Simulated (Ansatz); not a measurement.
Cost and result up the ladder for H₅Au₃ (8 atoms). The state is a singlet with charge 0. Geometry: r2SCAN-D4/def2-SVP.

```xyz
8

Au    1.914   -0.651    0.897
Au   -1.279   -0.188   -1.800
Au   -0.461    0.600    0.640
H    -1.163    1.538    1.651
H    -0.838   -1.078   -3.018
H     0.734    0.511    1.815
H    -1.806    0.883   -0.326
H     2.899   -1.616    0.141
```

Ansatz on 4 threads of Arm Neoverse V1 on a shared host. Times are rough, and most runs start from the orbitals of an earlier one. ωB97X-V/def2-TZVP serves as the yardstick here, not as an exact answer. Binding counts from free atoms at the same level (Au doublet, H doublet; other spins of the atoms weren't run), without zero-point energy or a counterpoise term.

In the def2 sets Au takes a core potential; there is no spin–orbit coupling. Correlated methods freeze no core orbitals; core or outer-core shells of Au are correlated, in sets that lack core-valence functions. No other spin state of charge 0 was run. Another isomer (singlet) lies 0.70 eV lower at PBE0-D4/def2-TZVP; other spin states weren't run for this one.

Correlated methods converge slowly with the basis.

```tsv
level	functions	wall time	binding energy per atom (eV)	difference from ωB97X-V/def2-TZVP (eV)
revPBE-D4/def2-TZVP	150	1.9 s	1.93	0.05
PBE-D4/def2-TZVP (with forces)	150	2.2 s	2.01	0.13
PBE0-D4/def2-TZVP	150	2.4 s	1.90	0.02
r2SCAN-D4/def2-TZVP	150	3.9 s	2.06	0.18
ωB97X-V/def2-TZVP	150	8.5 s	1.88	0.00
CCSD(T)/def2-TZVP	150	2.1 min	1.88	0.01
```
